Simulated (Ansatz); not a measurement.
CH4O2S2W, SMILES `C[O][W]([OH])(=[S])=[S]`. Charge 0, multiplicity 1. W takes the def2 core potential. The structure was optimised at the PBE0-D4/def2-TZVP level. It is one conformer, not always the lowest.

```xyz
10

C     0.240    1.200   -1.472
O    -0.172    0.684   -0.230
W     0.057   -0.773    0.871
O    -1.600   -1.323    1.555
S     1.383   -0.256    2.456
S     0.909   -2.343   -0.285
H     1.096    1.862   -1.322
H    -0.587    1.768   -1.902
H     0.520    0.386   -2.145
H    -1.845   -1.205    2.476
```

(1) What is the dipole moment at B3LYP/def2-TZVPP? (Best estimate.)

(2) And with PBE, r2SCAN, ωB97M-V? (Best estimate.)

(3) Give the Mulliken charges with B3LYP, ωB97M-V, PBE in def2-TZVPP. (Best estimate.)

Answers

(1) Ansatz gave: 2.95 D, with components (-1.83, 2.13, -0.88) D in this frame, pointing from negative to positive charge.

(2) Ansatz gave: PBE 3.04 D, r2SCAN 3.14 D, ωB97M-V 2.92 D.

(3) Ansatz gave: 
```tsv
atom	B3LYP	ωB97M-V	PBE
C1	-0.10	-0.15	-0.11
O2	-0.37	-0.36	-0.28
W3	0.79	0.69	0.63
O4	-0.39	-0.38	-0.34
S5	-0.25	-0.21	-0.23
S6	-0.24	-0.20	-0.22
H7	0.12	0.13	0.12
H8	0.12	0.13	0.11
H9	0.11	0.12	0.11
H10	0.22	0.21	0.22
```

B3LYP here is the variant with VWN-RPA as its local correlation; programs differ in this.
